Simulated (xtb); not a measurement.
C$_{6}$H$_{14}$O$_{3}$, charge +1, doublet, at a GFN2-xTB geometry (a state made from the parent by changing its charge; the spin is typed, not shown lowest); GFN1-xTB (xtb 6.7.1).

xtb was given this input:
```
$ xtb mol.xyz --gfn 1 --chrg 1 --uhf 1 --grad --json

# file mol.xyz
23

C     -4.32132609     0.01449925    -0.04354565
O     -3.22889778     0.69226264     0.51524295
C     -2.10930340     0.85781854    -0.26425094
C     -1.13509071    -0.38595611    -0.14193794
O      0.01774253    -0.17247583    -0.87624319
C      1.14268708     0.31211147    -0.23322109
C      2.11135685    -0.87778016     0.16283828
O      3.20096009    -0.42067938     0.86450393
C      4.31950192     0.00323352     0.13363489
H     -5.16697599     0.18838127     0.62079508
H     -4.13208795    -1.06636634    -0.09059802
H     -4.54913894     0.37104555    -1.05301547
H     -2.34242845     0.99461160    -1.32715006
H     -1.57191929     1.73005395     0.12265680
H     -1.64741630    -1.24906372    -0.57893754
H     -0.94146282    -0.54921753     0.92357614
H      0.90894025     0.86537063     0.68260260
H      1.67825947     0.94923610    -0.94430148
H      2.38467079    -1.40525105    -0.75905549
H      1.55262782    -1.54252087     0.83008303
H      4.14053797     0.98422341    -0.32671949
H      5.13726071     0.10048207     0.84674119
H      4.58373998    -0.70740358    -0.65581204
```

The log (banner, timings and long lists left out):

```
   ID    Z sym.   atoms
    1    6 C      1, 3, 4, 6, 7, 9
    2    8 O      2, 5, 8
    3    1 H      10-23

           -------------------------------------------------
          |                Calculation Setup                |
           -------------------------------------------------

           -------------------------------------------------
          |                 G F N 1 - x T B                 |
           -------------------------------------------------

          ...................................................
          :                      SETUP                      :
          :.................................................:
          :  # basis functions                  64          :
          :  # atomic orbitals                  64          :
          :  # shells                           46          :
          :  # electrons                        55          :
          :  # halogen bonds                     0          :
          :  max. iterations                   250          :
          :  Hamiltonian                  GFN1-xTB          :
          :  restarted?                      false          :
          :  GBSA solvation                  false          :
          :  PC potential                    false          :
          :  electronic temp.          300.0000000     K    :
          :  accuracy                    1.0000000          :
          :  -> integral cutoff          0.2500000E+02      :
          :  -> integral neglect         0.1000000E-07      :
          :  -> SCF convergence          0.1000000E-05 Eh   :
          :  -> wf. convergence          0.2000000E-04 e    :
          :  Broyden damping             0.4000000          :
          :  net charge                          1          :
          :  unpaired electrons                  1          :
          ...................................................

 iter      E             dE          RMSdq      gap      omega  full diag
   1    -34.0136646 -0.340137E+02  0.699E+00    7.52       0.0  T
   2    -34.1118105 -0.981459E-01  0.424E+00    7.90       1.0  T
   3    -34.1090500  0.276052E-02  0.104E+00    8.12       1.0  T
   4    -34.1134205 -0.437045E-02  0.242E-01    8.07       1.0  T
   5    -34.1158844 -0.246391E-02  0.235E-02    8.07       1.0  T
   6    -34.1159041 -0.197442E-04  0.385E-03    8.06       5.4  T
   7    -34.1159044 -0.241066E-06  0.118E-03    8.06      17.7  T
   8    -34.1159044  0.515541E-09  0.479E-04    8.06      43.6  T
   9    -34.1159044 -0.281381E-08  0.399E-04    8.06      52.2  T
  10    -34.1159044 -0.113855E-07  0.551E-05    8.06     378.3  T
  11    -34.1159044 -0.863736E-10  0.230E-05    8.06     907.2  T

   *** convergence criteria satisfied after 11 iterations ***

         :::::::::::::::::::::::::::::::::::::::::::::::::::::
         ::                     SUMMARY                     ::
         :::::::::::::::::::::::::::::::::::::::::::::::::::::
         :: total energy             -33.824469590267 Eh    ::
         :: gradient norm              0.019849391414 Eh/a0 ::
         :: HOMO-LUMO gap              8.058440565699 eV    ::
         ::.................................................::
         :: SCC energy               -34.115904377188 Eh    ::
         :: -> electrostatic           0.174944682484 Eh    ::
         :: repulsion energy           0.299386733128 Eh    ::
         :: dispersion energy         -0.007951946208 Eh    ::
         :: halogen bond corr.         0.000000000000 Eh    ::
         :: add. restraining           0.000000000000 Eh    ::
         :: total charge               1.000000000000 e     ::
         :::::::::::::::::::::::::::::::::::::::::::::::::::::

           -------------------------------------------------
          |                Property Printout                |
           -------------------------------------------------

    * Orbital Energies and Occupations

         #    Occupation            Energy/Eh            Energy/eV
      -------------------------------------------------------------
         1        2.0000           -0.9988188             -27.1792
       ...           ...                  ...                  ...
        16        2.0000           -0.7456567             -20.2904
        17        2.0000           -0.7444072             -20.2564
        18        2.0000           -0.7202404             -19.5987
        19        2.0000           -0.6993866             -19.0313
        20        2.0000           -0.6884682             -18.7342
        21        2.0000           -0.6820949             -18.5607
        22        2.0000           -0.6605071             -17.9733
        23        2.0000           -0.6589318             -17.9304
        24        2.0000           -0.6548088             -17.8183
        25        2.0000           -0.6462558             -17.5855
        26        2.0000           -0.6460553             -17.5801
        27        2.0000           -0.6148363             -16.7305
        28        1.0000           -0.5954776             -16.2038 (HOMO)
        29                         -0.2993353              -8.1453 (LUMO)
        30                         -0.2900322              -7.8922
        31                         -0.2876678              -7.8278
        32                         -0.2815134              -7.6604
        33                         -0.2736365              -7.4460
        34                         -0.2674542              -7.2778
        35                         -0.2545322              -6.9262
        36                         -0.2377817              -6.4704
        37                         -0.2272420              -6.1836
        38                         -0.2254452              -6.1347
        39                         -0.2070486              -5.6341
       ...                                ...                  ...
        64                          0.2738094               7.4507
      -------------------------------------------------------------
                  HL-Gap            0.2961422 Eh            8.0584 eV
             Fermi-level           -0.5262817 Eh          -14.3209 eV

  Mulliken/CM5 charges         n(s)   n(p)   n(d)
     1C     0.17156  0.05037   0.982  2.847  0.000
     2O    -0.37660 -0.48791   1.681  4.696  0.000
     3C     0.20898  0.13205   1.013  2.778  0.000
     4C     0.19946  0.12167   1.017  2.784  0.000
     5O    -0.37790 -0.48520   1.680  4.698  0.000
     6C     0.19946  0.12167   1.017  2.784  0.000
     7C     0.20898  0.13205   1.013  2.778  0.000
     8O    -0.37660 -0.48791   1.681  4.696  0.000
     9C     0.17156  0.05037   0.982  2.847  0.000
    10H     0.08503  0.14572   0.915  0.000  0.000
    11H     0.06157  0.12025   0.938  0.000  0.000
    12H     0.05680  0.11586   0.943  0.000  0.000
    13H     0.06369  0.12846   0.936  0.000  0.000
    14H     0.07709  0.14345   0.923  0.000  0.000
    15H     0.07877  0.14461   0.921  0.000  0.000
    16H     0.06260  0.12805   0.937  0.000  0.000
    17H     0.06260  0.12805   0.937  0.000  0.000
    18H     0.07877  0.14461   0.921  0.000  0.000
    19H     0.06369  0.12846   0.936  0.000  0.000
    20H     0.07709  0.14345   0.923  0.000  0.000
    21H     0.06157  0.12025   0.938  0.000  0.000
    22H     0.08503  0.14572   0.915  0.000  0.000
    23H     0.05680  0.11586   0.943  0.000  0.000

Wiberg/Mayer (AO) data.
largest (>0.10) Wiberg bond orders for each atom

 ---------------------------------------------------------------------------
     #   Z sym  total        # sym  WBO       # sym  WBO       # sym  WBO
 ---------------------------------------------------------------------------
     1   6 C    3.860 --    10 H    0.968    12 H    0.965     2 O    0.942
                            11 H    0.936
     2   8 O    2.130 --     3 C    1.029     1 C    0.942
     3   6 C    3.865 --     2 O    1.029    13 H    0.960    14 H    0.952
                             4 C    0.834
     4   6 C    3.870 --     5 O    1.000    16 H    0.963    15 H    0.952
                             3 C    0.834
     5   8 O    2.218 --     6 C    1.000     4 C    1.000
     6   6 C    3.870 --     5 O    1.000    17 H    0.963    18 H    0.952
                             7 C    0.834
     7   6 C    3.865 --     8 O    1.029    19 H    0.960    20 H    0.952
                             6 C    0.834
     8   8 O    2.130 --     7 C    1.029     9 C    0.942
     9   6 C    3.860 --    22 H    0.968    23 H    0.965     8 O    0.942
                            21 H    0.936
    10   1 H    0.999 --     1 C    0.968
    11   1 H    0.975 --     1 C    0.936
    12   1 H    0.992 --     1 C    0.965
    13   1 H    1.000 --     3 C    0.960
    14   1 H    1.007 --     3 C    0.952
    15   1 H    1.006 --     4 C    0.952
    16   1 H    1.002 --     4 C    0.963
    17   1 H    1.002 --     6 C    0.963
    18   1 H    1.006 --     6 C    0.952
    19   1 H    1.000 --     7 C    0.960
    20   1 H    1.007 --     7 C    0.952
    21   1 H    0.975 --     9 C    0.936
    22   1 H    0.999 --     9 C    0.968
    23   1 H    0.992 --     9 C    0.965
 ---------------------------------------------------------------------------

Topologies differ in total number of bonds
Writing topology from bond orders to xtbtopo.mol

 dipole moment from electron density (au)
     X       Y       Z
   0.0160  -0.1560  -0.7926  total (Debye):    2.054

           -------------------------------------------------
          | TOTAL ENERGY              -33.824469590267 Eh   |
          | GRADIENT NORM               0.019849391414 Eh/α |
          | HOMO-LUMO GAP               8.058440565699 eV   |
           -------------------------------------------------

normal termination of xtb
```
